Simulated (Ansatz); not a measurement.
Basis-set extrapolation for `C[CH]([SiH3])[AlH][AlH2]` (PBE0-D4/def2-TZVP geometry, frozen core, the Gaussian-basis code of Ansatz). Multiplicity 1, RHF reference.

```
                      def2-TZVPP   def2-QZVPP
                 HF  -854.348113  -854.374903
    MP2 correlation    -0.640768    -0.683142
CCSD(T) correlation    -0.742906      not run
```

Energies in hartree. Use E(X) = E(∞) + A·exp(−7.88·√X) for Hartree–Fock and E(X) = E(∞) + B·X^(−2.97) for correlation, with X = 3 and 4, and add CCSD(T) minus MP2 of the smaller set to the MP2 limit.

Problem. What is the CCSD(T) energy at the basis-set limit?

Solution. HF limit: -854.374903 + (-0.026790) × 0.13774 = -854.37859. MP2 limit: -0.683142 + (-0.042374) × 0.74074 = -0.71453. Higher-order term: -0.742906 − (-0.640768) = -0.10214. Total: -855.19526 hartree, 273.7 kJ/mol below CCSD(T)/def2-TZVPP.
